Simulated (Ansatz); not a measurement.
Species: KCl, charge -1, multiplicity 2. 
Structure (B3LYP-D3(BJ)/def2-TZVP (Ansatz, a quantum-chemistry and plane-wave program) minimum search):
```
K
Cl 1 2.8549
```
Charge -1, spin multiplicity 2.

Basis-set convergence of Hartree-Fock and CCSD(T) correlation energies (hartree) with Ansatz. Valence correlation only, unless marked. UHF or UKS for open shells. Spin-orbit coupling is left out. The frozen core is the preceding noble-gas configuration, with the filled d and f shells of earlier blocks. The outer core of K, Ca and their heavier congeners is not correlated, a term that matters for these elements. Non-relativistic.

```tsv
basis	functions	E(HF)	E(corr, CCSD(T))
def2-SVPD	54	-1058.54567	-0.17223
def2-TZVPPD	87	-1058.76611	-0.22867
def2-QZVPPD	149	-1058.78999	-0.25029
```

Extrapolating the two largest sets (X = 3 and 4) as X^-3: E(corr) = (64·(-0.25029) - 27·(-0.22867))/37 = -0.2661 Eh, an estimate of the basis-set limit. The largest set recovers 94.1 % of it, the smallest 64.7 %.
